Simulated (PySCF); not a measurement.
**Assigning NMR signals**

Atom-mapped SMILES (the numbers label the heavy atoms): `[CH2:1]=[C:2]([CH2:3][CH3:4])[C:5](=[O:6])[O:7][CH3:8]`. Hydrogens are named by the atom that carries them. Ha(C1) is cis to C3; Hb(C1) is trans to C3.

Theory: GIAO PBE0/pcSseg-1 shieldings, geometry from GFN2-xTB, in PySCF (averaged over atoms made equivalent by symmetry, fast rotation or ring inversion, one computed conformer, no solvent model, non-relativistic Hamiltonian).

Referencing at the same level of theory: TMS for ¹³C (σref 186.93), ¹H (σref 31.72).

(1) Assign these signals to the numbered atoms. ¹³C{¹H} NMR (computed): δ 173.6, 151.0, 134.9, 53.5, 31.1, 18.1.

(2) Assign these signals to the numbered atoms. ¹H NMR (600 MHz, computed): δ 6.74 (br s, 1H), 5.88 (br s, 1H), 3.96 (s, 3H), 2.41 (q, 2H), 1.08 (t, 3H).

Results:

(1) 
| δ (ppm) | atoms | environment | reason |
| --- | --- | --- | --- |
| 173.6 | C5 | ester carbonyl carbon | lone-pair donation from the attached heteroatom keeps it upfield of a ketone carbonyl |
| 151.0 | C2 | α carbon of a C=C–C=O unit | the olefinic region |
| 134.9 | C1 | β carbon of a C=C–C=O unit | conjugation with the carbonyl draws π density from the β position |
| 53.5 | C8 | methyl carbon bonded to O | pulled downfield by the heteroatom |
| 31.1 | C3 | allylic sp3 CH2 | aliphatic region, no heteroatom directly attached |
| 18.1 | C4 | methyl carbon | a saturated carbon with 1 carbon neighbour and no heteroatom attached |

(2) 
| δ (ppm) | atoms | environment | reason |
| --- | --- | --- | --- |
| 6.74 | Hb(C1) | hydrogen on a β carbon of a C=C–C=O unit | olefinic region |
| 5.88 | Ha(C1) | hydrogen on a β carbon of a C=C–C=O unit | – |
| 3.96 | H(C8) | hydrogen on a methyl carbon bonded to O | its carbon carries O, an electronegative neighbour |
| 2.41 | H(C3) | hydrogen on an allylic sp3 CH2 | allylic position |
| 1.08 | H(C4) | hydrogen on a methyl carbon | – |

Shifts are as computed. Against solution values, carbons near 30 ppm lie about +3 ppm off and those near 130 ppm about +5 ppm (rms about the fit 2.1 ppm; single classes can miss by 10 ppm). Of 1328 compounds with measured shifts, 309 miss one by over three times the rms of a fit or turn the order of signals round; such compounds aren't used in these exercises. Signals without a measured value on file couldn't be tested in this way; 1H shifts scatter by 0.2 ppm about their fit, and single ones miss by 0.5 ppm. Multiplicities follow the n + 1 count of equivalent neighbours, as no J values were calculated; m marks all less simple cases, F and P coupling included.
